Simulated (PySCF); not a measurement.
# Basis and Hamiltonian dependence of the excitation energy of Sr

Sr [Kr] 5s2 (1S) → Sr [Kr] 4d1 5s1 (3D). Calculated with PySCF 2.14 from differences of total energies of unrestricted determinants, without spin-orbit coupling. Values in eV.

| basis | Hamiltonian | functions | UHF | LDA | PBE0 | MP2 (valence) | CCSD(T) (valence) | CCSD(T) (valence and next inner shell) |
| --- | --- | --- | --- | --- | --- | --- | --- | --- |
| aug-cc-pVDZ-X2C | spin-free X2C | 45 | 1.894 | 1.822 | 1.765 | 2.311 | 2.539 | n/a |
| def2-QZVPPD with the def2 core potential (28 electrons) | ECP | 63 | 1.852 | 1.867 | 1.789 | 2.257 | 2.387 | 2.397 |
| x2c-TZVPPall | spin-free X2C | 79 | 1.877 | 1.872 | 1.781 | 2.275 | 2.409 | 2.329 |
| x2c-TZVPPall with one added diffuse shell each of s, p, d, f type | spin-free X2C | 95 | 1.873 | 1.868 | 1.777 | 2.268 | 2.391 | 2.319 |
| aug-cc-pVQZ-X2C | spin-free X2C | 102 | 1.858 | 1.831 | 1.747 | 2.265 | 2.378 | n/a |
| x2c-QZVPPall | spin-free X2C | 111 | 1.860 | 1.852 | 1.762 | 2.262 | 2.377 | n/a |
| dyall-av2z | non-relativistic | 125 | 1.664 | 1.609 | 1.538 | 2.118 | 2.326 | n/a |

Frozen in the all-electron rows: valence: [Kr]; valence and next inner shell: [Ar] 3d10; with a core potential, the same shells as far as they lie outside it.

Non-relativistic rows lack the scalar-relativistic shift.

Reference for a calculation without spin-orbit coupling: 2.263 eV (measured, between term centres; NIST).
